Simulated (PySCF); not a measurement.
Positional isomers: propene chloro+silyl. All species are isolated molecules in the gas phase. One relaxed conformer stands for each flexible species; it need not be the lowest. Strings in code marks are SMILES.

The numbers are results of TPSSh-D3(BJ)/def2-TZVP // CAM-B3LYP-D3(BJ)/def2-TZVP (PySCF 2.14.0), not measurements. Delta-SCF ions had no search for a lower state. Excitations are Tamm–Dancoff values on a coarser integration grid. The basis has no diffuse functions, so Rydberg states are missing or too high.

| species | HOMO–LUMO gap (eV) | vertical ionisation energy (Delta-SCF) (eV) | S1–T1 gap (TDA) (eV) | S1 oscillator strength | S1 excitation (TDA) (eV) |
|---|---|---|---|---|---|
| `C=C(Cl)C[SiH3]` (Cl–C–C–Si torsion 74°) | 5.99 | 9.07 | 2.27 | 0.006 | 6.43 |
| `C(/[SiH3])=C(\C)Cl` | 5.75 | 9.28 | 2.36 | 0.320 | 6.37 |
| `C/C(Cl)=C\[SiH3]` | 5.65 | 9.25 | 2.28 | 0.362 | 6.24 |
| `C/C([SiH3])=C/Cl` | 5.68 | 9.15 | 2.36 | 0.249 | 6.31 |
| `C/C([SiH3])=C\Cl` | 5.90 | 9.21 | 2.41 | 0.001 | 6.53 |
| `C/C=C(/[SiH3])Cl` | 5.86 | 9.18 | 2.25 | 0.001 | 6.33 |
| `C/C=C(\[SiH3])Cl` | 5.55 | 9.06 | 2.11 | 0.000 | 5.97 |
| `[SiH3]C/C=C/Cl` (Si–C–C–C torsion 109°) | 5.79 | 8.86 | 2.06 | 0.032 | 6.12 |
| `C(=C/Cl)/C[SiH3]` (Si–C–C–C torsion 96°) | 5.91 | 8.90 | 2.20 | 0.033 | 6.35 |
